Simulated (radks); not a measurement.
Task: Radial electron density D(r) = 4 pi r^2 rho(r) of an atom or ion with 40 electrons. All-electron calculation, Dirac Kohn-Sham, RPBE, spin-unpolarised, spherical densities, finite nucleus; Fermi nuclear charge, rms radius of each element as measured or else 0.836 A^(1/3) + 0.57 fm. Program: a radial shooting solver on a logarithmic mesh with Libxc functionals.

r (bohr)  D(r) (e/bohr)
0.004074          10.76
0.004705          13.38
0.00539           16.29
0.006225          19.89
0.007132          23.76
0.008237          28.33
0.009513          33.29
0.0109            38.17
0.01259           43.30
0.01454           48.07
0.01665           51.89
0.01923           54.83
0.02221           56.30
0.02545           56.21
0.02939           54.68
0.03394           52.17
0.03889           49.72
0.04491           48.10
0.05186           48.54
0.05942           51.37
0.06862           56.67
0.07925           62.97
0.0908            67.86
0.1049            69.72
0.1201            67.17
0.1387            60.46
0.1602            52.21
0.1836            46.33
0.212             44.75
0.2448            47.91
0.2805            52.41
0.324             54.40
0.3741            50.40
0.4286            41.38
0.495             29.58
0.5717            19.76
0.655             14.64
0.7564            13.28
0.8736            13.71
1.001             13.54
1.156             11.76
1.335             8.761
1.529             5.772
1.766             3.225
2.024             1.644
2.337            0.7132
2.699            0.2711
3.092           0.09261
3.571           0.02375
4.124          0.004621
4.725         0.0007305

What is the nuclear charge?

Result: Z = 44. The innermost maximum, from 1s, lies near gamma/Z bohr with gamma = sqrt(1 - (Z/c)^2) = 0.947, here 0.0215 bohr (found: 0.0235), and its height grows with Z. The density is that of the ruthenium ion Ru4+ in [Kr] 4d4; the configuration itself is not fixed sharply by these data, and Z only to a few units. D(r) has 4 maxima, at r = 0.0235, 0.103, 0.319, 0.924 bohr, and minima at 0.0471, 0.205, 0.756 bohr, inside which lie 2.05, 11.09, 29.19 electrons.
